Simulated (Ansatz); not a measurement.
Ansatz (an electronic-structure program) input for CAuClO, SMILES [O+]#[C-]->[Au][Cl], multiplicity 1, B3LYP-D3(BJ)/def2-SVP. 

Ansatz 0.2 input:
```yaml
crystal:
  periodic: [false, false, false]
  atoms:
    - {symbol: Au, position_ang: [-0.00612911, 0.01959870, -0.00000000]}
    - {symbol: Cl, position_ang: [0.01671437, -2.15209460, 0.00000000]}
    - {symbol: O, position_ang: [0.02759321, 2.98718847, -0.00000000]}
    - {symbol: C, position_ang: [-0.00344837, 1.85663384, 0.00000000]}
basis:
  gaussian:
    orbitals: def2-SVP
hamiltonian:
  xc: b3lyp
  dispersion: d3bj
relax: {f_tol: 0.002, max_steps: 200}
```

Program output:

```
Functional definition: B3LYP
integrals: 0.03 GiB planned
842 factors; integrals over basis functions are off by at most 4.4e-4 eV
mean field: 0.27 GiB planned
mean field evaluation 1: about -19294.9255 eV, gradient 3.2e1 eV
mean field evaluation 2: about -19288.2465 eV, gradient 6.9e1 eV
mean field evaluation 4: about -19296.8247 eV, gradient 1.9e0 eV
mean field evaluation 8: about -19296.9151 eV, gradient 7.3e-2 eV
mean field evaluation 16: about -19296.9151 eV, gradient 7.1e-6 eV
mean field -19296.91514759 eV, -709.1485517550 hartree, gradient 7.0e-6 eV, S^2 0.000000; 0 other end points of the search recorded, 0 dependent functions left out
the calculation of the forces begins
reference -19296.91534804 eV, -709.1485591214 hartree; 25, 25 occupied and 53, 53 virtual orbitals, 842 factors
relax step   1: F+E_penalty+E_count = -19297.10024530 eV  Δ(F+E_penalty+E_count) = +0.000e0 eV  max|allowed force component| = 2.045e0 eV/Å  Δτ_max = 0.0000 Å  (31 SCF iters, accepted)
these checks for a lower state are left out or cut short: starts, cluster_reference, orbital_swaps, neighbouring_geometries, increment
integrals: 0.03 GiB planned
842 factors; integrals over basis functions are off by at most 4.7e-4 eV
mean field: 0.27 GiB planned
mean field -19297.08110363 eV, -709.1546505270 hartree, gradient 1.4e-5 eV, S^2 0.000000; 0 other end points of the search recorded, 0 dependent functions left out
the calculation of the forces begins
reference -19297.08130560 eV, -709.1546579493 hartree; 25, 25 occupied and 53, 53 virtual orbitals, 842 factors
relax step   2: F+E_penalty+E_count = -19297.26268372 eV  Δ(F+E_penalty+E_count) = -1.624e-1 eV  max|allowed force component| = 8.275e-1 eV/Å  Δτ_max = 0.1106 Å  (33 SCF iters, accepted)
these checks for a lower state are left out or cut short: starts, cluster_reference, orbital_swaps, neighbouring_geometries, increment
integrals: 0.03 GiB planned
842 factors; integrals over basis functions are off by at most 4.7e-4 eV
mean field: 0.27 GiB planned
mean field evaluation 32: about -19297.0900 eV, gradient 1.5e-5 eV
mean field -19297.08997536 eV, -709.1549765570 hartree, gradient 1.5e-5 eV, S^2 0.000000; 0 other end points of the search recorded, 0 dependent functions left out
the calculation of the forces begins
reference -19297.09017712 eV, -709.1549839717 hartree; 25, 25 occupied and 53, 53 virtual orbitals, 842 factors
relax step   3: F+E_penalty+E_count = -19297.27116158 eV  Δ(F+E_penalty+E_count) = -8.478e-3 eV  max|allowed force component| = 2.374e-1 eV/Å  Δτ_max = 0.0123 Å  (35 SCF iters, accepted)
these checks for a lower state are left out or cut short: starts, cluster_reference, orbital_swaps, neighbouring_geometries, increment
integrals: 0.03 GiB planned
842 factors; integrals over basis functions are off by at most 4.7e-4 eV
mean field: 0.27 GiB planned
mean field -19297.09111882 eV, -709.1550185786 hartree, gradient 1.6e-5 eV, S^2 0.000000; 0 other end points of the search recorded, 0 dependent functions left out
the calculation of the forces begins
reference -19297.09132050 eV, -709.1550259901 hartree; 25, 25 occupied and 53, 53 virtual orbitals, 842 factors
relax step   4: F+E_penalty+E_count = -19297.27214549 eV  Δ(F+E_penalty+E_count) = -9.839e-4 eV  max|allowed force component| = 5.157e-3 eV/Å  Δτ_max = 0.0108 Å  (34 SCF iters, accepted)
these checks for a lower state are left out or cut short: starts, cluster_reference, orbital_swaps, neighbouring_geometries, increment
integrals: 0.03 GiB planned
842 factors; integrals over basis functions are off by at most 4.7e-4 eV
mean field: 0.27 GiB planned
mean field -19297.09111661 eV, -709.1550184971 hartree, gradient 2.6e-5 eV, S^2 0.000000; 0 other end points of the search recorded, 0 dependent functions left out
the calculation of the forces begins
reference -19297.09131828 eV, -709.1550259086 hartree; 25, 25 occupied and 53, 53 virtual orbitals, 842 factors
relax step   5: F+E_penalty+E_count = -19297.27214677 eV  Δ(F+E_penalty+E_count) = -1.279e-6 eV  max|allowed force component| = 6.450e-3 eV/Å  Δτ_max = 0.0026 Å  (26 SCF iters, accepted)
these checks for a lower state are left out or cut short: starts, cluster_reference, orbital_swaps, neighbouring_geometries, increment
integrals: 0.03 GiB planned
842 factors; integrals over basis functions are off by at most 4.7e-4 eV
mean field: 0.27 GiB planned
mean field -19297.09111774 eV, -709.1550185389 hartree, gradient 3.9e-5 eV, S^2 0.000000; 0 other end points of the search recorded, 0 dependent functions left out
the calculation of the forces begins
reference -19297.09131942 eV, -709.1550259504 hartree; 25, 25 occupied and 53, 53 virtual orbitals, 842 factors
relax step   6: F+E_penalty+E_count = -19297.27215076 eV  Δ(F+E_penalty+E_count) = -3.982e-6 eV  max|allowed force component| = 9.041e-5 eV/Å  Δτ_max = 0.0008 Å  (23 SCF iters, accepted)
integrals: 0.03 GiB planned
842 factors; integrals over basis functions are off by at most 4.7e-4 eV
mean field: 0.27 GiB planned
mean field evaluation 64: about -19297.0907 eV, gradient 3.8e-1 eV
mean field -19297.09111774 eV, -709.1550185389 hartree, gradient 3.9e-5 eV, S^2 0.000000; 1 other end points of the search recorded, 0 dependent functions left out
the calculation of the forces begins
reference -19297.09131942 eV, -709.1550259504 hartree; 25, 25 occupied and 53, 53 virtual orbitals, 842 factors
Total energy: -19297.27235243 eV, -709.1616787909 hartree
Atom 0 at     0.008071     0.001947     0.000000 Å, force    -0.000062     0.000005    -0.000000 eV/Å
Atom 1 at     0.005855    -2.267934    -0.000000 Å, force     0.000032     0.000006     0.000000 eV/Å
Atom 2 at     0.010924     3.055858    -0.000000 Å, force     0.000010     0.000079     0.000000 eV/Å
Atom 3 at     0.009881     1.921456     0.000000 Å, force     0.000020    -0.000090     0.000000 eV/Å
Dipole moment:     0.000787     0.813157    -0.000000 e Å
```

The calculation finished and met its thresholds.
